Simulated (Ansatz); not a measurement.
The same path of a periodic cell of 63 atoms, AlSi62 (host Si, host structure diamond, dopant Al, one Si atom removed), cell charge +2 was run twice with different band settings. Lost on the way: Si4–Al27, Al27–Si28, Al27–Si50. Made: Si9–Al27, Al27–Si57, Al27–Si58.

All numbers below come from DFT LDA, scalar-relativistic, plane waves, PAW (Ansatz). Settings: PAW set soft_1, cutoff 420 eV, k mesh 1x1x1, gaussian smearing 0.02 eV, spin collinear.

Relaxed end points:

```xyz
63
Lattice="10.8600 0.0000 0.0000 0.0000 10.8600 0.0000 0.0000 0.0000 10.8600" Properties=species:S:1:pos:R:3
Si 5.421 0.008 0.008
Si 6.782 1.336 1.364
Si 8.120 2.698 0.018
Si 9.531 3.999 1.335
Si 8.152 -0.018 2.713
Si 9.501 1.336 4.083
Si -0.009 -0.001 0.015
Si 1.344 1.362 1.363
Si 2.679 2.751 0.025
Si 4.068 4.085 1.362
Si 5.431 5.438 0.014
Si 6.816 6.776 1.351
Si 8.183 8.106 -0.017
Si 9.514 9.473 1.351
Si 2.733 0.003 2.723
Si 4.066 1.363 4.088
Si 5.426 2.696 2.723
Si 6.792 4.079 4.072
Si 8.183 5.408 2.682
Si 9.514 6.776 4.049
Si 5.428 0.002 5.438
Si 6.777 1.363 6.799
Si 8.142 2.696 5.439
Si 9.503 4.085 6.797
Si 8.142 0.004 8.132
Si 9.503 1.362 9.521
Al 0.183 5.246 -0.178
Si 1.431 6.757 1.333
Si 2.732 8.170 0.016
Si 4.093 9.507 1.365
Si -0.012 2.698 2.746
Si 1.363 4.067 4.075
Si 2.732 5.441 2.745
Si 4.093 6.789 4.082
Si 5.448 8.138 2.714
Si 6.792 9.497 4.073
Si -0.003 0.008 5.445
Si 1.348 1.397 6.832
Si 2.703 2.727 5.452
Si 4.034 4.082 6.831
Si 5.421 5.433 5.444
Si 6.782 6.790 6.772
Si 8.152 8.138 5.418
Si 9.501 9.507 6.773
Si 2.703 0.017 8.163
Si 4.033 1.396 9.518
Si 5.413 2.728 8.164
Si 6.791 4.067 9.503
Si 8.120 5.441 8.133
Si 9.532 6.757 9.434
Si 0.021 8.106 2.681
Si 1.351 9.496 4.072
Si -0.009 5.438 5.434
Si 1.344 6.787 6.797
Si 2.733 8.147 5.439
Si 4.067 9.513 6.798
Si -0.020 2.751 8.186
Si 2.681 5.450 8.184
Si 4.068 6.787 9.520
Si 5.427 8.148 8.132
Si 6.793 9.496 9.515
Si -0.011 8.170 8.134
Si 1.363 9.500 9.503
```

```xyz
63
Lattice="10.8600 0.0000 0.0000 0.0000 10.8600 0.0000 0.0000 0.0000 10.8600" Properties=species:S:1:pos:R:3
Si 5.424 0.006 -0.011
Si 6.797 1.346 1.373
Si 8.153 2.704 -0.017
Si 9.566 4.043 1.294
Si 8.160 -0.025 2.700
Si 9.487 1.346 4.063
Si 0.001 -0.002 -0.001
Si 1.376 1.332 1.365
Si 2.657 2.773 0.052
Si 4.098 4.054 1.365
Si 5.432 5.429 -0.001
Si 6.818 6.765 1.335
Si 8.199 8.091 -0.026
Si 9.525 9.472 1.335
Si 2.727 -0.007 2.729
Si 4.069 1.361 4.090
Si 5.437 2.703 2.729
Si 6.800 4.063 4.060
Si 8.199 5.404 2.661
Si 9.525 6.765 4.042
Si 5.431 -0.001 5.429
Si 6.770 1.361 6.791
Si 8.131 2.703 5.423
Si 9.495 4.054 6.762
Si 8.131 -0.007 8.133
Si 9.495 1.332 9.484
Al 1.046 4.384 -1.046
Si 1.387 6.724 1.294
Si 2.726 8.137 -0.017
Si 4.084 9.493 1.373
Si 0.017 2.704 2.707
Si 1.372 4.058 4.066
Si 2.726 5.413 2.707
Si 4.084 6.803 4.063
Si 5.455 8.130 2.700
Si 6.795 9.495 4.065
Si 0.011 0.006 5.436
Si 1.336 1.406 6.836
Si 2.706 2.724 5.459
Si 4.024 4.094 6.836
Si 5.424 5.419 5.436
Si 6.797 6.803 6.776
Si 8.160 8.130 5.405
Si 9.487 9.493 6.776
Si 2.706 0.029 8.154
Si 4.024 1.406 9.524
Si 5.401 2.724 8.154
Si 6.794 4.058 9.488
Si 8.153 5.413 8.134
Si 9.566 6.724 9.473
Si 0.026 8.091 2.661
Si 1.367 9.490 4.060
Si 0.001 5.429 5.428
Si 1.376 6.795 6.762
Si 2.727 8.159 5.423
Si 4.069 9.520 6.791
Si -0.052 2.773 8.203
Si 2.657 5.482 8.203
Si 4.098 6.795 9.484
Si 5.437 8.159 8.133
Si 6.800 9.490 9.493
Si 0.017 8.137 8.134
Si 1.372 9.496 9.488
```

Common settings: climbing image yes; spring 5.0 eV/Å²; end points relaxed.

| run | movable images | optimiser | start path | force threshold | iteration limit |
| --- | --- | --- | --- | --- | --- |
| 1 | 5 | fire | IDPP | 0.05 eV/Å | 80 |
| 2 | 3 | quadratic models (default) | default | 0.2 eV/Å | 50 |

Task: What does each run give, and how far can it be trusted?

Result: Run 1: converged after 17 iterations, highest image 0.000 eV above the first end. The highest image is an end point: on this band no image between the ends rises above it. Inner images lie up to 0.011 eV below the lower end, so the ends aren't the lowest states on this path.
Run 2: converged after 6 iterations, highest image 0.000 eV above the first end. The highest image is an end point: on this band no image between the ends rises above it. Inner images lie up to 0.012 eV below the lower end, so the ends aren't the lowest states on this path.
Limits of this set-up: coarse k mesh, PAW files made for another functional, charged cell in a uniform background, uncorrected.
